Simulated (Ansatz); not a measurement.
A single point on CH4BBrOS, SMILES `COB(S)Br`.

```yaml
crystal:
  periodic: [false, false, false]
  atoms:
    - {symbol: C, position_ang: [-1.148156, -0.714759, -0.459470]}
    - {symbol: O, position_ang: [0.113805, -0.074045, -0.468786]}
    - {symbol: B, position_ang: [0.717946, 0.520909, 0.563819]}
    - {symbol: S, position_ang: [2.331925, 1.300471, 0.374515]}
    - {symbol: Br, position_ang: [-0.058930, 0.607519, 2.339625]}
    - {symbol: H, position_ang: [-1.016276, -1.731368, -0.831658]}
    - {symbol: H, position_ang: [-1.816677, -0.172079, -1.129453]}
    - {symbol: H, position_ang: [-1.576692, -0.741990, 0.543256]}
    - {symbol: H, position_ang: [2.453054, 1.005343, -0.931848]}
basis:
  gaussian: {orbitals: def2-QZVPP}
correlation: {method: mp2}
```

```sh
$ ansatz run in.yaml --threads 2 --pin off --events-out ev --progress --plain --max-ram 22528MiB --backend cuda --devices 0, --max-vram 18GiB
```

Shortened log:

```
Functional definition: HF
  name "HF"
  cite "Fock, Z. Phys. 61, 126 (1930) doi:10.1007/BF01340294"
  parent pbe
  exchange = exact_x
  correlation = 0
2771 factors; integrals over basis functions are off by at most 9.9e-4 eV
mean field evaluation 1: about -84622.8349 eV, gradient 3.3e1 eV
mean field evaluation 2: about -84622.9983 eV, gradient 3.4e1 eV
mean field evaluation 4: about -84625.7056 eV, gradient 4.3e0 eV
mean field evaluation 8: about -84625.7712 eV, gradient 3.3e-1 eV
mean field evaluation 16: about -84625.7717 eV, gradient 1.6e-6 eV
mean field -84625.77174532 eV, -3109.9397502321 hartree, gradient 1.6e-6 eV, S^2 0.000000; 0 other end points of the search recorded, 0 dependent functions left out
17 core orbitals not correlated: weight in the atoms' cores, before any rotation towards them, 1.000 or more for the frozen orbitals, at most 0.000 for the correlated occupied ones
reference -84625.77174532 eV, -3109.9397502321 hartree; 20, 20 occupied and 413, 413 virtual orbitals, 2771 factors
second order -36.16600674 eV of doubles, -0.00000000 eV of singles
Total energy: -84661.93775206 eV, -3111.2688264655 hartree
```

It took 5.5 s on 2 threads of an AMD EPYC 7R13 on a shared host and a share of an NVIDIA H100 80 GB, with 0.97 GiB of host memory at the peak.
